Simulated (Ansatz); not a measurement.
Gas-phase reaction R1 → P1 + P2, each structure at its B3LYP-D3(BJ)/def2-SVP stationary point, reached from a drawn start (curvature not checked).
R1, Cl2La (SMILES [Cl][La][Cl]) (charge 0, multiplicity 2):
```xyz
3

La     0.0039     0.0053    -0.9130
Cl     2.2048    -0.0063     0.4658
Cl    -2.2086     0.0010     0.4472
```
P1, ClLa (SMILES [Cl][La]) (charge 0, multiplicity 1, Z-matrix in Å and degrees):
```
La
Cl 1 2.5503
```
P2: Cl atom, charge 0, multiplicity 2.

P less R. No zero-point or thermal terms; singlets are restricted closed shells; open shells are unrestricted; no spin–orbit coupling. The spin states of the d-block species are the ones drawn and need not be the lowest.

Cores are frozen in the correlated methods. CBS(a, b) extrapolates the correlation energy as X⁻³ and adds the Hartree–Fock energy of set b.

Programs: Ansatz (Gaussian orbitals). All values are computed, each at the level named. Elements past Kr take the def2 small-core potentials, without spin–orbit coupling.

Problem. Predict the reaction energy from MP2/def2-SVP.

Solution. 504 kJ/mol

Problem. What reaction energy does CCSD(T)/CBS(def2-TZVPP, def2-QZVPP) give?

Solution. 501 kJ/mol

Problem. What reaction energy does CCSD(T)/def2-TZVPP give?

Solution. 488 kJ/mol

Ansatz is a quantum-chemistry and plane-wave program.
